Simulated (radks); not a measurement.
Values are calculated unless marked as measured or tabulated.
Q: These are the eigenvalues of the occupied orbitals of an atom or ion with whole-number occupations (hartree). Level of theory: scalar-relativistic Kohn-Sham, SCAN, spin-unpolarised, spherical densities, finite nucleus; meta-GGA in the generalised Kohn-Sham scheme; Fermi nuclear charge, rms radius of each element as measured or else 0.836 A^(1/3) + 0.57 fm (a radial shooting solver on a logarithmic mesh with Libxc functionals).

orbital  eigenvalue
1s        -1539.305
2s        -248.5944
2p        -222.3150
3s        -54.13517
3p        -45.74636
3d        -33.99550
4s        -11.07264
4p         -8.31761
4d         -4.37139
5s         -1.66441
5p         -0.98381
4f         -0.25144
6s         -0.19165
6p         -0.07860

Which element is it, and in what charge state? The configuration may be excited.

A: Z = 59, praseodymium, charge 0: Pr in [Kr] 4d10 4f3 5s1 5p6 6s2 6p1. The list shows which subshells hold electrons but not how many an open one holds; the 1s level, -1539.3 hartree, gives Z - s = 55.5 by -(Z - s)^2/2, which with screening and relativity narrows Z to a few neighbours, and the depths of the outer levels then fix element, charge and occupations together.
